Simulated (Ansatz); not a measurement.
Pulling on the P1–O2 bond in PO (multiplicity 2 held). Energies count from the point at 1.480 Å.


```csv
level,energy at R = 5.919 Å (kcal/mol),cost
RO-HF/cc-pV(T+d)Z,399.48,-
U-HF/cc-pV(T+d)Z,60.07,-
U-r2SCAN/cc-pV(T+d)Z,141.97,×1
U-B3LYP/cc-pV(T+d)Z,143.53,×1
RO-wB97X-V/cc-pV(T+d)Z,243.31,-
U-wB97X-V/cc-pV(T+d)Z,145.37,×5
U-MP2/cc-pV(T+d)Z,141.15,-
U-CCSD/cc-pV(T+d)Z,124.72,-
U-CCSD(T)/cc-pV(T+d)Z,132.18,×1
"CASSCF(11,8)/cc-pV(T+d)Z",114.99,-
"SC-NEVPT2 on CASSCF(11,8)/cc-pV(T+d)Z",129.98,-
"FIC-NEVPT4(SD) on CASSCF(11,8)/cc-pV(T+d)Z",130.27,-
"FIC-MRCISD on CASSCF(11,8)/cc-pV(T+d)Z",130.30,-
"FIC-MRCISD+Q on CASSCF(11,8)/cc-pV(T+d)Z",131.29,-
```

The rows run from 60.07 (U-HF/cc-pV(T+d)Z) to 399.48 kcal/mol (RO-HF/cc-pV(T+d)Z). In cc-pV(T+d)Z the value moves U-HF 60.07, U-MP2 141.15, U-CCSD 124.72, U-CCSD(T) 132.18, a shift of 72.10 from U-HF to U-CCSD(T). The 3 U-functionals in cc-pV(T+d)Z without D3 or D4 span 3.40, from U-r2SCAN to U-wB97X-V.

R- and RO- levels are restricted; in cc, def2 and unpolarised 6-31G sets they are followed outwards from rest. Unrestricted levels (U-) break spin symmetry where that is lower. Active spaces are followed from rest. Curves can end on different states.

Cores are frozen in the correlated methods.

Doubts at one or more of the structures used: a restricted determinant that unrestricted orbitals would lower (RO-HF/cc-pV(T+d)Z, RO-wB97X-V/cc-pV(T+d)Z); a spin-contaminated determinant (U-HF/cc-pV(T+d)Z, U-r2SCAN/cc-pV(T+d)Z, U-B3LYP/cc-pV(T+d)Z, U-wB97X-V/cc-pV(T+d)Z, U-MP2/cc-pV(T+d)Z, U-CCSD/cc-pV(T+d)Z, U-CCSD(T)/cc-pV(T+d)Z).

Codes used: Ansatz (a quantum-chemistry and plane-wave program) with Gaussian orbitals. 

Costs are rough ratios of core time to U-PBE/cc-pV(T+d)Z (about 10 s over the structures, on one shared machine); a dash marks a level with no comparable run of its own.
